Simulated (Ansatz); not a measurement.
Single points on (CdTe)2 ring (Cd2Te2).

```yaml
crystal:
  periodic: [false, false, false]
  atoms:
    - {symbol: Cd, position_ang: [-1.310148, 0.051496, -0.555777]}
    - {symbol: Te, position_ang: [-0.915322, -0.351312, 2.125139]}
    - {symbol: Cd, position_ang: [1.310176, -0.051362, 0.555806]}
    - {symbol: Te, position_ang: [0.915294, 0.351188, -2.125178]}
basis:
  gaussian: {orbitals: def2-TZVP, initial_orbitals: start.molden}
hamiltonian: {xc: {name: B2PLYP}}
scf: {omitted_lower_state_checks: [starts]}
```

The file start.molden holds the orbitals of an earlier run on this structure, at another level or in another basis.

```sh
$ ansatz run in.yaml --threads 4 --pin off --events-out ev --progress --plain --max-ram 3916MiB
```

Shortened log:

```
Functional definition: B2PLYP
1716 factors; integrals over basis functions are off by at most 2.3e-4 eV
mean field evaluation 1: about -23685.6246 eV, gradient 7.3e0 eV
mean field evaluation 2: about -23685.7781 eV, gradient 1.6e-1 eV
mean field evaluation 4: about -23686.2637 eV, gradient 1.1e-2 eV
mean field evaluation 8: about -23686.2638 eV, gradient 1.1e-6 eV
mean field -23686.26376264 eV, -870.4541381507 hartree, gradient 3.9e-6 eV, S^2 0.000000; 0 other end points of the search recorded, 0 dependent functions left out
8 core orbitals not correlated: weight in the atoms' cores, before any rotation towards them, 1.000 or more for the frozen orbitals, at most 0.000 for the correlated occupied ones
reference -23686.26390121 eV, -870.4541432433 hartree; 36, 36 occupied and 136, 136 virtual orbitals, 1716 factors
second order -60.67230094 eV of doubles, -0.00000000 eV of singles
Total energy: -23702.64542247 eV, -871.0561530455 hartree
Checks for a lower state left out: starts
```

Hardware: 4 threads of Arm Neoverse V2 on a shared host. Wall time 7 s, peak host memory 0.55 GiB.

As the first input, with `correlation: {method: mp2}`, `output: {orbitals: {seedname: orbitals}}` and without the key `hamiltonian` (abridged; 3.8 s):

```
Functional definition: HF
mean field -23615.51979073 eV, -867.8543451351 hartree, gradient 1.6e-6 eV, S^2 0.000000
8 core orbitals not correlated: weight in the atoms' cores, before any rotation towards them, 1.000 or more for the frozen orbitals, at most 0.000 for the correlated occupied ones
second order -52.12104177 eV of doubles, -0.00000000 eV of singles
Total energy: -23667.64083250 eV, -869.7697580913 hartree
Checks for a lower state left out: starts
```

As the first input, with `gaussian: {orbitals: def2-SVP, initial_orbitals: start.molden}`, `hamiltonian: {xc: pbe, dispersion: d4}`, `output: {orbitals: {seedname: orbitals}}` (abridged; 1.4 s):

```
Functional definition: PBE
mean field -23717.26086136 eV, -871.5932605180 hartree, gradient 2.3e-5 eV, S^2 0.000000
Total energy: -23717.51034742 eV, -871.6024289619 hartree
Checks for a lower state left out: starts
```

First input, but with `hamiltonian: {xc: {name: CAM-B3LYP}, dispersion: d4}`, `output: {orbitals: {seedname: orbitals}}` (abridged; 4.1 s):

```
Functional definition: CAM-B3LYP
mean field -23717.81911927 eV, -871.6137761181 hartree, gradient 1.3e-5 eV, S^2 0.000000
Total energy: -23718.05379973 eV, -871.6224004659 hartree
Checks for a lower state left out: starts
```

As the first input, with `hamiltonian: {xc: pbe, dispersion: d4}`, `output: {orbitals: {seedname: orbitals}}` (abridged; 2.2 s):

```
Functional definition: PBE
mean field -23720.09313389 eV, -871.6973446140 hartree, gradient 2.0e-5 eV, S^2 0.000000
Total energy: -23720.34262048 eV, -871.7065130769 hartree
Checks for a lower state left out: starts
```

First input, but with `hamiltonian: {xc: {name: BHLYP}, dispersion: d4}`, `output: {orbitals: {seedname: orbitals}}` (abridged; 5.5 s):

```
Functional definition: BHLYP
mean field -23711.92239979 eV, -871.3970756740 hartree, gradient 1.7e-5 eV, S^2 0.000000
Total energy: -23712.41982193 eV, -871.4153556006 hartree
Checks for a lower state left out: starts
```

First input, but with `gaussian: {orbitals: def2-SVP, initial_orbitals: start.molden}`, `hamiltonian: {xc: pbe0, dispersion: d4}`, `output: {orbitals: {seedname: orbitals}}` (abridged; 2.5 s):

```
Functional definition: PBE0
mean field -23717.74760681 eV, -871.6111480837 hartree, gradient 2.8e-5 eV, S^2 0.000000
Total energy: -23717.96319126 eV, -871.6190706658 hartree
Checks for a lower state left out: starts
```

Geometry: r2SCAN-D4/def2-SVP.

In the def2 sets Cd, Te take a core potential; there is no spin–orbit coupling. Correlated methods freeze 8 core orbitals; core or outer-core shells of Cd, Te are correlated, in sets that lack core-valence functions.
